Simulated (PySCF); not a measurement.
Compound: C₇H₆ClN.
SMILES: `c1c(/C=N\[H])c(Cl)ccc1`

Computed, not measured: TDDFT PBE0/def2-SVPD, vertical, gas phase, core orbitals frozen in the response (PySCF 2.14.0, density-fitted response routines). One conformer (not necessarily the lowest) at the GFN2-xTB geometry, without solvent, vibrations or thermal averaging. Torsions of this conformer, `[H]/[N:1]=[CH:2]\[c:3]1[cH:4][cH:5][cH:6][cH:7][c:8]1[Cl:9]`: N1–C2–C3–C4 0°.

Computed states:

```csv
state,E (eV),f
S1,4.22,0.0014
S2,4.69,0.047
S3,5.27,0.189
S4,5.70,0.0001
S5,6.01,0.268
S6,6.30,0.0016
```

Each state is given a Gaussian of 0.25 eV full width at half maximum, with ε(max) = 2.175×10⁸ f / Δν̃ (Δν̃ the width in cm⁻¹). The cross-section is σ = 3.8235×10⁻²¹ ε cm², given in Mb (10⁻¹⁸ cm²). The width is an assumption, not a result. The curve ends short of the highest state used, and states not computed would add to its high-energy end.

**Question.** What does the envelope look like, and where are its maxima?

**Answer.** 
| λ (nm) | σ (Mb) |
| --- | --- |
| 217.7 | 1.49 |
| 221.3 | 0.74 |
| 225.0 | 6.46 |
| 228.6 | 28.66 |
| 232.2 | 64.29 |
| 235.8 | 77.30 |
| 239.5 | 51.67 |
| 243.1 | 20.66 |
| 246.7 | 5.30 |
| 250.3 | 1.83 |
| 254.0 | 4.23 |
| 257.6 | 10.43 |
| 261.2 | 17.18 |
| 264.8 | 19.22 |
| 268.5 | 14.85 |
| 272.1 | 8.29 |
| 275.7 | 3.43 |
| 279.3 | 1.13 |
| 283.0 | 0.42 |
| 286.6 | 0.39 |
| 290.2 | 0.53 |
| 293.8 | 0.60 |
| 297.5 | 0.54 |
| 301.1 | 0.39 |
| 304.7 | 0.23 |
| 308.3 | 0.11 |
| 312.0 | 0.04 |
| 315.6 | 0.02 |
| 319.2 | 0.00 |
| 322.8 | 0.00 |

Maxima: 294 nm (4.22 eV), ε about 160, made up of S1 (100%); 264 nm (4.70 eV), ε about 5100, made up of S2 (100%); 235 nm (5.27 eV), ε about 20000, made up of S3 (100%) (ε in L mol⁻¹ cm⁻¹; maxima over ε = 5, shares over 10%). At its high-energy end, 5.70 eV, the curve is still rising (ε about 440, from S5).

**Question.** Coming from long wavelengths, where does ε first pass 100 L mol⁻¹ cm⁻¹?

**Answer.** At about 301 nm (4.12 eV), 0.10 eV below S1.

**Question.** What would ε be at 5.27 eV, the highest of these maxima, with half the width (0.125 eV)?

**Answer.** About 40800 L mol⁻¹ cm⁻¹ against 20400, a factor of about 2.00; a lone state at its own centre would give exactly 2.

**Question.** On this curve, what absorbance would a 10⁻⁵ mol/L sample give at 222 nm over a 1 cm path?

**Answer.** 222 nm is 5.585 eV, where ε is about 290 L mol⁻¹ cm⁻¹, so A = ε c l ≈ 0.0029 (Beer–Lambert, with the gas-phase spectrum and the assumed width).

Rough CPU time on one thread of a shared machine: about 1.8 min.
